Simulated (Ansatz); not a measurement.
Several solutions for doublet CuH2O(2+)

```xyz
4

Cu    0.0000    0.0000    0.0000
O     0.0000    0.0000    1.9000
H     0.7750    0.0000    2.4750
H    -0.7750    0.0000    2.4750
```

Basis set: def2-SVP (spherical functions). Charge 2, multiplicity 2.

UHF was run from several starts with Ansatz (development build ahead of 0.2.0).

| run | program | start | converged | energy (hartree) | <S²> |
| --- | --- | --- | --- | --- | --- |
| A | Ansatz | search for the lowest state | yes | -1713.93241 | 0.75 |
| B | Ansatz | atomic start, no search | yes | -1713.92201 | 0.75 |
| C | Ansatz | stability test followed | yes | -1713.93241 | 0.75 |

Question: Which runs reached the lowest solution of this kind, and what is wrong with the others?

Answer: A, C reached the lowest solution found. Converged but too high: B by 0.28 eV. Convergence only shows a stationary point, and even a stable one can lie too high; stability tests and further starts are what find lower ones. Caution: other spin multiplicities were not run.
